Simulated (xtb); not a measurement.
BH₃N, SMILES [NH2+]=B, charge +1. All values are semi-empirical tight-binding results from xtb (GFN2-xTB unless named), good for trends rather than for accurate numbers. Geometry optimised at GFN2-xTB. The isomer is the one that the SMILES or the coordinates give; other isomers of the formula were not compared.

```
Property                                          Result
----------------------------------------  --------------
point group as xtb finds it                          C2v
orbital gap                                      5.18 eV
zero-point energy                          21.1 kcal/mol
G − E(el) at 298.15 K (modified RRHO)       7.8 kcal/mol
static polarisability (D4 model)              23.9 bohr³
solvation energy, GFN2-xTB/ALPB(water)    -71.2 kcal/mol
solvation energy, GFN2-xTB/ALPB(benzene)  -54.5 kcal/mol
```

Give the IR lines (harmonic; lines under 4 % of the strongest left out, lines within 3 cm⁻¹ merged). (An estimate is asked for; the answer gives what the named calculation found.)

ν (cm⁻¹): 638 (vs), 792 (vs), 1245 (s), 1677 (s), 2827 (w), 3209 (vs), 3252 (s) (against the strongest line: vs over 80 %, s over 45 %, m over 15 %, w over 4 %, vw less)
